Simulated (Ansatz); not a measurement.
Ansatz (a quantum-chemistry and plane-wave program) input file for C3H3N2, SMILES [c]1cnc[nH]1, multiplicity 2, CAM-B3LYP/def2-SVPD. Coordinates come from a r2SCAN-D4/def2-SVP optimisation. The isomer is the one that the SMILES or the coordinates give; other isomers of the formula were not compared.

Ansatz 0.2 input:
```yaml
crystal:
  periodic: [false, false, false]
  atoms:
    - {symbol: C, position_ang: [1.17991750, 0.18270251, 0.00000000]}
    - {symbol: C, position_ang: [0.24549241, 1.18867085, 0.00000000]}
    - {symbol: N, position_ang: [-0.99995611, 0.60167299, 0.00000000]}
    - {symbol: C, position_ang: [-0.81528518, -0.70315766, 0.00000000]}
    - {symbol: N, position_ang: [0.51659781, -1.01339774, 0.00000000]}
    - {symbol: H, position_ang: [0.38465730, 2.26769701, 0.00000000]}
    - {symbol: H, position_ang: [-1.60103407, -1.45983077, 0.00000000]}
    - {symbol: H, position_ang: [0.93913649, -1.93508723, 0.00000000]}
basis:
  gaussian:
    orbitals: def2-SVPD
hamiltonian:
  xc: {name: CAM-B3LYP}
magnetization: {spin_polarized: true, initial_magnetization: 1}
```

Log of the run:

```
WARN ansatz: RAYON_NUM_THREADS=1 ignored (pool sized by the plan → 1); use --threads N
Functional definition: CAM-B3LYP
integrals: 0.05 GiB planned
1049 factors; their error is unknown
integrals: 0.08 GiB planned
393 factors; integrals over basis functions are off by at most 1.3e-5 eV
mean field: 0.73 GiB planned
mean field evaluation 1: about -6125.7307 eV, gradient 2.8e1 eV
mean field evaluation 2: about -6124.0645 eV, gradient 3.5e1 eV
mean field evaluation 4: about -6129.5198 eV, gradient 2.2e0 eV
mean field evaluation 8: about -6129.5574 eV, gradient 1.9e-1 eV
mean field evaluation 16: about -6129.5172 eV, gradient 1.2e-3 eV
mean field -6129.51724697 eV, -225.2556040903 hartree, gradient 3.4e-5 eV, S^2 0.760655; 1 other end points of the search recorded, 0 dependent functions left out
reference -6129.51736135 eV, -225.2556082933 hartree; 18, 17 occupied and 106, 107 virtual orbitals, 1049 factors
Total energy: -6129.51736135 eV, -225.2556082933 hartree
```

The run converged.

Cost: around 7 core-seconds (rough).
